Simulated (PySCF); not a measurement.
Method: PySCF, PBE0, basis Tl def2-TZVPD with ECP60, F def2-TZVPD (scalar-relativistic core potentials, no spin–orbit coupling, density fitting).

```xyz
3
charge -1 multiplicity 1, angstrom
Tl    0.0000    0.0000   -0.2260
F     1.6989    0.0000    1.1864
F    -1.6989    0.0000    1.1864
```

[TlF2]- (singlet), along the line from Tl1 (at 0) through F2 (at 2.209 Å). Core electrons replaced by a potential are absent, the electrostatic potential uses the reduced nuclear charge, and values within about 0.7 Å of such atoms have no physical meaning.

Question: Tabulate the fields along this line at -0.77, 0.77, 0.88, 0.99, 1.10, 1.22, 1.33, 1.44, 1.55, 1.66, 1.77, 1.88, 1.99, 2.10, 2.32, 2.43, 2.54, 2.65, 2.76, 2.87, 2.98, 3.09, 3.20, 3.31, 3.42, 3.53 Å.

Answer: 
```json
{"distance (Å)": "-0.77", "electron density (e/Å³)": "2.59", "electron localisation function": "0.535", "electrostatic potential (V)": "34.4"}
{"distance (Å)": "0.77", "electron density (e/Å³)": "2.47", "electron localisation function": "0.502", "electrostatic potential (V)": "35.2"}
{"distance (Å)": "0.88", "electron density (e/Å³)": "1.3", "electron localisation function": "0.341", "electrostatic potential (V)": "20.3"}
{"distance (Å)": "0.99", "electron density (e/Å³)": "0.754", "electron localisation function": "0.202", "electrostatic potential (V)": "11.4"}
{"distance (Å)": "1.10", "electron density (e/Å³)": "0.528", "electron localisation function": "0.127", "electrostatic potential (V)": "5.7"}
{"distance (Å)": "1.22", "electron density (e/Å³)": "0.488", "electron localisation function": "0.146", "electrostatic potential (V)": "2.2"}
{"distance (Å)": "1.33", "electron density (e/Å³)": "0.596", "electron localisation function": "0.304", "electrostatic potential (V)": "0.486"}
{"distance (Å)": "1.44", "electron density (e/Å³)": "0.89", "electron localisation function": "0.582", "electrostatic potential (V)": "0.847"}
{"distance (Å)": "1.55", "electron density (e/Å³)": "1.5", "electron localisation function": "0.762", "electrostatic potential (V)": "4.45"}
{"distance (Å)": "1.66", "electron density (e/Å³)": "2.67", "electron localisation function": "0.824", "electrostatic potential (V)": "14.2"}
{"distance (Å)": "1.77", "electron density (e/Å³)": "4.76", "electron localisation function": "0.821", "electrostatic potential (V)": "36.8"}
{"distance (Å)": "1.88", "electron density (e/Å³)": "8.09", "electron localisation function": "0.696", "electrostatic potential (V)": "89.1"}
{"distance (Å)": "1.99", "electron density (e/Å³)": "13.1", "electron localisation function": "0.19", "electrostatic potential (V)": "221"}
{"distance (Å)": "2.10", "electron density (e/Å³)": "83.8", "electron localisation function": "0.754", "electrostatic potential (V)": "684"}
{"distance (Å)": "2.32", "electron density (e/Å³)": "83.5", "electron localisation function": "0.742", "electrostatic potential (V)": "683"}
{"distance (Å)": "2.43", "electron density (e/Å³)": "13.4", "electron localisation function": "0.204", "electrostatic potential (V)": "220"}
{"distance (Å)": "2.54", "electron density (e/Å³)": "8.23", "electron localisation function": "0.722", "electrostatic potential (V)": "87.5"}
{"distance (Å)": "2.65", "electron density (e/Å³)": "4.73", "electron localisation function": "0.839", "electrostatic potential (V)": "34.9"}
{"distance (Å)": "2.76", "electron density (e/Å³)": "2.56", "electron localisation function": "0.846", "electrostatic potential (V)": "11.8"}
{"distance (Å)": "2.87", "electron density (e/Å³)": "1.35", "electron localisation function": "0.818", "electrostatic potential (V)": "1.2"}
{"distance (Å)": "2.98", "electron density (e/Å³)": "0.724", "electron localisation function": "0.762", "electrostatic potential (V)": "-3.73"}
{"distance (Å)": "3.09", "electron density (e/Å³)": "0.4", "electron localisation function": "0.684", "electrostatic potential (V)": "-5.98"}
{"distance (Å)": "3.20", "electron density (e/Å³)": "0.227", "electron localisation function": "0.592", "electrostatic potential (V)": "-6.92"}
{"distance (Å)": "3.31", "electron density (e/Å³)": "0.131", "electron localisation function": "0.492", "electrostatic potential (V)": "-7.21"}
{"distance (Å)": "3.42", "electron density (e/Å³)": "0.0772", "electron localisation function": "0.392", "electrostatic potential (V)": "-7.16"}
{"distance (Å)": "3.53", "electron density (e/Å³)": "0.0464", "electron localisation function": "0.301", "electrostatic potential (V)": "-6.96"}
```

On a grid of 0.11 Å the density has a local minimum along the bond near 1.22 Å from Tl, at 0.49 e/Å³, where the ELF is 0.15.

The lowest empty level of this anion is unbound, so it and the gap depend on the basis. No spin–orbit coupling is included, which matters more the heavier the element.
